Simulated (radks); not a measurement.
Results of a calculation; reference values are marked as such.
Spherical quantum dot in the effective-mass picture: electrons in a well V = -V0 / (1 + exp((r - R)/a)) with V0 = 8.14, R = 5.2, a = 0.46, all in effective atomic units (hartree* = m*/eps^2 hartree, bohr* = eps/m* bohr), one dielectric constant everywhere. Level of theory: non-relativistic Kohn-Sham, PBEsol, spin-polarised, spherical densities (a radial shooting solver with Libxc functionals). Levels are named by radial order and angular momentum (1s, 1p, 1d, 2s, ...), and open shells are averaged over m.

N = 9, configuration 1s2 1p6 1d(up 1, down 0). This is the lowest configuration that the search found. Occupied and some empty levels:

| level | occupation | eigenvalue (hartree*) | <r> (bohr*) |
|---|---|---|---|
| 1s up | 1 | -5.4108 | 2.889 |
| 1s down | 1 | -5.3972 | 2.871 |
| 1p up | 3 | -5.2607 | 3.127 |
| 1p down | 3 | -5.2449 | 3.118 |
| 1d up | 1 | -5.0294 | 3.315 |
| 1d down | 0 | -5.0120 | 3.311 |
| 1f up | 0 | -4.7321 | 3.471 |
| 1f down | 0 | -4.7138 | 3.469 |
| 2s up | 0 | -4.7137 | 2.381 |
| 2s down | 0 | -4.7077 | 2.384 |
| 2p up | 0 | -4.3522 | 2.760 |
| 2p down | 0 | -4.3433 | 2.759 |

Energy (hartree*): total -58.4991, kinetic 3.2053, external -71.149, Hartree 11.873, exchange-correlation -2.4279.

Electron density:

| r (bohr*) | n(r) (e/bohr*^3) |
|---|---|
| 0.287 | 0.007924 |
| 0.607 | 0.009792 |
| 0.927 | 0.01307 |
| 1.25 | 0.01772 |
| 1.57 | 0.02354 |
| 1.89 | 0.03000 |
| 2.21 | 0.03609 |
| 2.53 | 0.04034 |
| 2.85 | 0.04110 |
| 3.17 | 0.03724 |
| 3.49 | 0.02907 |
| 3.81 | 0.01874 |
| 4.13 | 0.009516 |
| 4.45 | 0.003672 |
| 4.77 | 0.001055 |
| 5.09 | 0.0002196 |
| 5.41 | 0.00003407 |
| 5.73 | 4.199e-06 |
| 6.05 | 4.472e-07 |
| 6.37 | 4.372e-08 |
